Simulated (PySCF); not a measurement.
Cartesian coordinates in Å; atom numbers follow the order of the lines, from 1:
```xyz
17

C    -1.6792   -1.4009    0.3002
C    -0.6873   -0.2947    0.3743
C     0.6833   -0.5784   -0.0532
N     1.5723    0.3096   -0.0866
Si    3.2356    0.3426   -0.5080
C    -0.9900    0.9456    0.8225
C    -2.3047    1.3570    1.2841
O    -3.2887    0.6574    1.3571
H    -2.5428   -1.0906   -0.2864
H    -2.0580   -1.6308    1.2958
H    -1.2438   -2.2968   -0.1367
H     0.8736   -1.6219   -0.3404
H     3.2756    1.3156   -1.5965
H     3.8678    0.8189    0.7198
H     3.8347   -0.9292   -0.9312
H    -0.2046    1.6872    0.8387
H    -2.3507    2.4217    1.5861
```

Calculated, not measured (PySCF 2.14.0 with density-fitted response routines): structure optimised with GFN2-xTB, GIAO PBE0/pcSseg-1 shieldings. Single conformer, no solvent, non-relativistic, equivalent nuclei averaged.

References, each an isolated molecule treated in the same way: TMS for ¹³C (σref 186.93) and ¹H (σref 31.72) and ²⁹Si (σref 349.16); ¹⁵N (σref 267.73) vs NH3; ¹⁷O (σref 336.08) against H2O.

| atoms | nucleus | count | δ (ppm) |
| --- | --- | --- | --- |
| H9/H10/H11 | ¹H | 3 | ? |
| C3 | ¹³C | 1 | ? |
| C2 | ¹³C | 1 | 156.3 |
| C1 | ¹³C | 1 | 24.7 |
| H17 | ¹H | 1 | 10.55 |
| C7 | ¹³C | 1 | 197.7 |
| N4 | ¹⁵N | 1 | ? |
| Si5 | ²⁹Si | 1 | -57.3 |
| C6 | ¹³C | 1 | 128.5 |
| H12 | ¹H | 1 | 8.89 |
| H16 | ¹H | 1 | 7.38 |
| O8 | ¹⁷O | 1 | ? |
| H13/H14/H15 | ¹H | 3 | 5.19 |

Task: Fill in the missing shifts.

Result: 
- C3: 179.7 ppm, C=N carbon
- H9/H10/H11: 2.64 ppm, hydrogen on an allylic methyl carbon; allylic position
- N4: 406.9 ppm, imine nitrogen
- O8: 738.7 ppm, aldehyde oxygen

Shifts are as computed. Against solution values, carbons near 30 ppm lie about +3 ppm off and those near 130 ppm about +5 ppm. Of 1211 compounds with measured shifts, 218 miss one by over three times the rms of a fit or turn the order of signals round; such compounds aren't used in these exercises. Unscaled 17O shifts of doubly bonded oxygen tend to come out too high, by tens of ppm or more. Experimental scales use liquid or dissolved standards, which lie at an offset from isolated NH3 (liquid NH3: subtract about 20 ppm) and H2O (liquid H2O: subtract about 36 ppm). Unscaled 15N shifts of sp2 nitrogen come out 20 to 40 ppm too high even then.
